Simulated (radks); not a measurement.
Sb2+, configuration [Kr] 4d10 5s2 5p1 (the NIST ground configuration).

Calculated with a radial shooting solver on a logarithmic mesh with Libxc functionals: scalar-relativistic Kohn-Sham, exchange-only LDA, spin-polarised, spherical densities, finite nucleus; open shells are filled with parallel spins first (spin-orbit coupling, left out, can overturn this in heavy ions); Fermi nuclear charge, rms radius 4.6802 fm.

Energy parts (eV):
total: -176060.303
kinetic: 184182.732
electron-nucleus: -425287.762
Hartree: 69377.023
exchange: -4332.296

Orbitals (lengths in bohr, moments of r in powers of bohr; r(max) is where P^2 peaks; r(90%) holds 90 % of the orbital's charge):
| orbital | occ. | eigenvalue (eV) | r(90%) | r(max) |
|---|---|---|---|---|
| 1s up | 1 | -30284.50 | 0.0511 | 0.01837 |
| 1s down | 1 | -30284.47 | 0.0511 | 0.01837 |
| 2s up | 1 | -4623.260 | 0.190 | 0.1038 |
| 2s down | 1 | -4623.249 | 0.190 | 0.1038 |
| 2p up | 3 | -4154.841 | 0.174 | 0.08306 |
| 2p down | 3 | -4154.820 | 0.174 | 0.08306 |
| 3s up | 1 | -919.2218 | 0.487 | 0.3003 |
| 3s down | 1 | -919.1957 | 0.487 | 0.3003 |
| 3p up | 3 | -766.4910 | 0.494 | 0.2937 |
| 3p down | 3 | -766.4626 | 0.494 | 0.2937 |
| 3d up | 5 | -532.6388 | 0.481 | 0.2441 |
| 3d down | 5 | -532.6134 | 0.481 | 0.2441 |
| 4s up | 1 | -165.2294 | 1.14 | 0.7222 |
| 4s down | 1 | -165.1705 | 1.14 | 0.7222 |
| 4p up | 3 | -118.3622 | 1.25 | 0.7619 |
| 4p down | 3 | -118.2891 | 1.25 | 0.7619 |
| 4d up | 5 | -50.3326 | 1.59 | 0.8471 |
| 4d down | 5 | -50.1613 | 1.58 | 0.8466 |
| 5s up | 1 | -28.9501 | 3.05 | 1.851 |
| 5s down | 1 | -27.8764 | 3.03 | 1.835 |
| 5p up | 1 | -19.7288 | 3.67 | 2.182 |
| 5p down | 0 | -18.5057 | 3.68 | 2.161 |

The highest occupied level is 5p up at -19.729 eV. For comparison, the ionisation energy in NIST's Atomic Spectra Database is 25.324 eV (measured). In exact Kohn-Sham theory the highest level is minus the ionisation energy, but local and semilocal functionals leave it too shallow, through self-interaction and a potential that decays too fast; potentials with the right tail come closer. Summed over all electrons, <r^2> = 38.09 bohr^2, which gives a Langevin (diamagnetic) susceptibility term of -30.2 x 10^-6 cm^3/mol. The spin density at the nucleus is -1.930 e/bohr^3 (1s -0.104, 2s 0.030, 3s -0.005, 4s -0.062, 5s -1.790). The density falls to 0.001 e/bohr^3 at r = 3.89 bohr. Spin moment in Bohr magnetons: 1. The electron density at the nucleus is 2.142e+05 e/bohr^3 (large components only).
